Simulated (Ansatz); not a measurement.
CH7AlGeO (`C[O][AlH][GeH3]`), relaxed with RKS PBE0-D4/def2-TZVP in Ansatz 0.2.0 from a PBE-D4/def2-SVP geometry. The force threshold is 0.005 eV/Å; the program also tests the step.

Total charge 0; spin multiplicity 1.

Start:

```xyz
11

C     0.141   -0.596   -2.021
O     1.133   -0.494   -1.035
Al    1.228   -0.050    0.621
Ge   -0.832    0.654    1.818
H     0.104   -1.630   -2.430
H     0.365    0.087   -2.871
H    -0.880   -0.344   -1.646
H     2.697   -0.130    1.234
H    -0.880    0.118    3.278
H    -0.933    2.205    1.927
H    -2.141    0.181    1.124
```

(1) How much energy does the relaxation release, and in how many steps? (Estimate.)

(2) Which bonds change most? (Estimate.)

(3) Give the relaxed structure. (Estimate.)

Answers

(1) Computed: 4.10 kJ/mol, in 26 steps, 1 of them rejected.

(2) Ansatz gave: O2–Al3 from 1.717 to 1.686 Å; C1–H7 from 1.116 to 1.098 Å; C1–H6 from 1.113 to 1.095 Å; C1–H5 from 1.113 to 1.095 Å.

(3) The calculation gave: 
```xyz
11

C     0.118   -0.653   -1.965
O     1.149   -0.473   -1.039
Al    1.249    0.035    0.565
Ge   -0.823    0.670    1.765
H     0.095   -1.694   -2.303
H     0.287   -0.019   -2.841
H    -0.868   -0.407   -1.551
H     2.701    0.067    1.187
H    -1.014   -0.160    3.051
H    -0.794    2.148    2.208
H    -2.102    0.486    0.923
```
